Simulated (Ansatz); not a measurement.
C2H8OSSi, SMILES `CO[SiH2]CS` at its PBE0-D4/def2-TZVP geometry, where that method's forces vanish. Total charge 0; spin multiplicity 1.

```xyz
13

C    -0.3934   -2.1309    0.3364
O    -0.5300   -0.7563    0.0639
Si    0.5861    0.3666    0.5086
C     0.0157    1.9799   -0.2313
S    -0.1983    1.8450   -2.0266
H     0.5315   -2.5345   -0.0917
H    -1.2395   -2.6553   -0.1108
H    -0.3946   -2.3275    1.4146
H     1.9318   -0.0040   -0.0090
H     0.6534    0.4598    1.9967
H    -0.8965    2.3481    0.2435
H     0.7933    2.7329   -0.0760
H    -0.8597    0.6762   -2.0184
```

Task: What forces (eV/Å) does PBE-D4/def2-TZVPP give on these atoms in the Gaussian-basis code of Ansatz? (Estimate.)

Result: Ansatz gave: 
```
C1   0.024 -0.215  0.044
O2  -0.404  0.169 -0.237
Si3  0.263  0.201  0.114
C4  -0.008 -0.039  0.078
S5   0.103  0.226 -0.331
H6   0.199 -0.111 -0.086
H7  -0.180 -0.129 -0.093
H8   0.002 -0.068  0.233
H9   0.159 -0.034 -0.058
H10  0.008  0.011  0.177
H11 -0.179  0.086  0.113
H12  0.145  0.145  0.035
H13 -0.132 -0.241  0.010
```
